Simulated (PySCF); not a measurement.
Multinuclear NMR of C₅H₇F₅Si

Geometry:
| atom | x (Å) | y (Å) | z (Å) |
| --- | --- | --- | --- |
| F1 | -2.014 | 1.143 | -1.486 |
| C2 | -2.307 | 0.589 | -0.308 |
| F3 | -3.529 | 0.071 | -0.404 |
| F4 | -2.362 | 1.580 | 0.590 |
| C5 | -1.253 | -0.470 | 0.105 |
| F6 | -1.184 | -1.385 | -0.896 |
| F7 | -1.764 | -1.136 | 1.176 |
| C8 | 0.109 | 0.120 | 0.429 |
| C9 | 1.139 | -0.944 | 0.858 |
| Si10 | 2.471 | -0.134 | -0.254 |
| C11 | 0.843 | 0.730 | -0.779 |
| H12 | -0.044 | 0.858 | 1.220 |
| H13 | 0.840 | -1.935 | 0.523 |
| H14 | 1.289 | -0.994 | 1.933 |
| H15 | 3.406 | 0.731 | 0.462 |
| H16 | 3.116 | -0.982 | -1.250 |
| H17 | 0.791 | 1.814 | -0.820 |
| H18 | 0.447 | 0.349 | -1.718 |

Method: shieldings: GIAO PBE0/pcSseg-1, coordinates at the GFN2-xTB level, in PySCF 2.14.0 with density-fitted response routines (non-relativistic Hamiltonian, one averaged value for each set of equivalent atoms, one conformer, no solvent).

Problem. Predict the ¹⁹F NMR data.

Solution. 
```csv
atoms,environment,σ (ppm),δ (ppm)
F1/F3/F4,fluorine of a CF3 group,266.8,-80.1
F6/F7,fluorine of a CF2 group,318.9,-127.1
```

Shieldings were converted by a linear fit to measured shifts: ¹⁹F: δ = 146.13 − 0.903σ +14.6 on sp3 carbon (rms 6.0 ppm, 223 shifts, 7.0 ppm with the 5 outliers that the fit left out vs CFCl3, solution or neat liquid). Occasional misses reach two or three times the rms, and more in compound classes unlike the fitted ones.

On a 500 MHz spectrometer ¹⁹F resonates near 470.5 MHz, so 1 ppm is 470.5 Hz.

Problem. Predict the ²⁹Si NMR data.

Solution. 
```tsv
atoms	environment	σ (ppm)	δ (ppm)
Si10	silicon bonded to 2 C, 2 H, in a 4-membered ring	391.7	-42.0
```

Shieldings were converted by a linear fit to measured shifts: ²⁹Si: δ = 279.94 − 0.822σ (rms 8.9 ppm, 72 shifts, 25.8 ppm with the 6 outliers that the fit left out vs TMS, solution or neat liquid). A few per cent of atoms miss by over 2 rms, more outside the fitted compound classes.

On a 400 MHz spectrometer ²⁹Si resonates near 79.5 MHz, so 1 ppm is 79.5 Hz.
